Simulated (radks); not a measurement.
Spin polarisation of the 5p3 shell in Sb. Start: [Kr] 4d10 5s2 5p(up 1.5, down 1.5); electrons of 5p are moved from spin down to spin up, other shells keep equal spins. All-electron calculation, scalar-relativistic Kohn-Sham, SCAN, spin-polarised, spherical densities, finite nucleus; meta-GGA in the generalised Kohn-Sham scheme; Fermi nuclear charge, rms radius of each element as measured or else 0.836 A^(1/3) + 0.57 fm. Program: a radial shooting solver on a logarithmic mesh with Libxc functionals.

moment (Bohr magnetons)  E - E(0) (eV)  e(5p up) (eV)  e(5p down) (eV)  5s down minus up (eV)  4d down minus up (eV)  4p down minus up (eV)
0                                0.000         -4.951           -4.951                  0.000                 0.000                  0.000
0.75                            -0.131         -5.262           -4.582                  0.760                  0.062                  0.034
1.5                             -0.498         -5.491           -4.226                  1.372                  0.135                  0.066
2.25                            -1.082         -5.669           -3.812                  1.875                  0.219                  0.094

At moment 2.25 the spin-polarisation energy is -1.082 eV and the 5p exchange splitting 1.857 eV, that is 0.825 eV per Bohr magneton; E = -I m^2/4 would give I = 0.855 eV.
